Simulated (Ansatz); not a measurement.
Problem. Name a neutral molecule of Al, C and H with HOMO–LUMO gap (ωB97M-V/def2-TZVPP) between 8.35 and 8.65 eV and LUMO energy (ωB97M-V/def2-TZVPP) between 0.00 and 0.30 eV (Ansatz, PBE0-D4/def2-TZVP geometry).

Solution. `C=[C]1[CH2][AlH]1` (8.55 eV, 0.07 eV). Other molecules can fit too; these were computed, each in one conformer that needn't be the lowest.
